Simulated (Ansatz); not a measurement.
C2H3N, triplet, geometry from GFN2-xTB (a higher spin typed on purpose: for a closed-shell molecule this is an excited state); CCSD(T)/pcseg-1 run with Ansatz (a quantum-chemistry and plane-wave program).

The Ansatz input:
Ansatz 0.2 input:
```yaml
crystal:
  periodic: [false, false, false]
  atoms:
    - {symbol: C, position_ang: [-1.07799219, 0.02838501, 0.00627118]}
    - {symbol: C, position_ang: [0.34217185, -0.47008600, 0.13522217]}
    - {symbol: N, position_ang: [1.23983392, 0.32551057, -0.11379751]}
    - {symbol: H, position_ang: [-1.55551587, -0.60779227, -0.73783391]}
    - {symbol: H, position_ang: [-1.53194100, -0.09395255, 0.98882234]}
    - {symbol: H, position_ang: [-1.17645856, 1.07337678, -0.30336599]}
basis:
  gaussian:
    orbitals: pcseg-1.json
magnetization: {spin_polarized: true, initial_magnetization: 2}
correlation: {method: ccsd_t}
```
The basis file holds pcseg-1 in the JSON format of the Basis Set Exchange.

Q: What does Ansatz print? Leave out banner, timings and long lists.

A: 
```
Functional definition: HF
610 factors; integrals over basis functions are off by at most 1.1e-3 eV
mean field evaluation 1: about -3582.0366 eV, gradient 1.7e1 eV
mean field evaluation 2: about -3582.0411 eV, gradient 1.7e1 eV
mean field evaluation 4: about -3584.6906 eV, gradient 4.3e0 eV
mean field evaluation 8: about -3585.0712 eV, gradient 4.7e-1 eV
mean field evaluation 16: about -3585.0883 eV, gradient 2.6e-6 eV
mean field evaluation 32: about -3584.0923 eV, gradient 1.4e-2 eV
mean field evaluation 64: about -3584.0292 eV, gradient 1.5e0 eV
mean field evaluation 96: about -3582.5944 eV, gradient 1.0e-1 eV
mean field evaluation 128: about -3581.8925 eV, gradient 3.6e-1 eV
mean field evaluation 160: about -3582.4950 eV, gradient 3.9e0 eV
mean field evaluation 192: about -3581.9038 eV, gradient 1.1e-2 eV
mean field evaluation 224: about -3582.5852 eV, gradient 5.8e-1 eV
mean field evaluation 256: about -3584.0923 eV, gradient 2.2e-6 eV
mean field -3585.08826309 eV, -131.7495636083 hartree, gradient 2.6e-6 eV, S^2 2.009383; 12 other end points of the search recorded, 0 dependent functions left out
determinant -3585.08826309 eV, -131.7495636083 hartree, with singles and doubles -3596.19272848 eV, -132.1576451847 hartree
determinant -3584.09232755 eV, -131.7129636522 hartree, with singles and doubles -3595.09727479 eV, -132.1173880041 hartree
determinant -3582.59456063 eV, -131.6579217334 hartree, with singles and doubles -3593.98444348 eV, -132.0764922077 hartree
determinant -3582.20227032 eV, -131.6435053305 hartree, with singles and doubles -3593.41097344 eV, -132.0554175726 hartree
determinant -3582.10203808 eV, -131.6398218636 hartree, with singles and doubles -3593.46107998 eV, -132.0572589538 hartree
determinant -3581.90381344 eV, -131.6325372424 hartree, with singles and doubles -3592.90070426 eV, -132.0366655259 hartree
3 core orbitals not correlated
reference -3585.08826309 eV, -131.7495636083 hartree; 9, 7 occupied and 45, 47 virtual orbitals, 610 factors
second order -10.03462575 eV of doubles, -0.00000000 eV of singles
cycle   1  -11.10681436 eV  change   -2.3e-3 eV  update   4.7e-3
cycle   2  -11.11104836 eV  change   -4.2e-3 eV  update   4.0e-3
cycle   3  -11.11057762 eV  change    4.7e-4 eV  update   2.5e-3
cycle   4  -11.11256301 eV  change   -2.0e-3 eV  update   1.5e-3
cycle   5  -11.11589653 eV  change   -3.3e-3 eV  update   5.5e-4
cycle   6  -11.11620557 eV  change   -3.1e-4 eV  update   3.3e-4
cycle   7  -11.11544099 eV  change    7.6e-4 eV  update   1.9e-4
cycle   8  -11.11532510 eV  change    1.2e-4 eV  update   7.9e-5
cycle   9  -11.11527718 eV  change    4.8e-5 eV  update   4.1e-5
cycle  10  -11.11527174 eV  change    5.4e-6 eV  update   1.4e-5
cycle  11  -11.11525986 eV  change    1.2e-5 eV  update   6.4e-6
cycle  12  -11.11525161 eV  change    8.3e-6 eV  update   2.5e-6
perturbative correction -0.38425913 eV, -0.0141212627 hartree
Total energy: -3596.58777383 eV, -132.1721628334 hartree
```
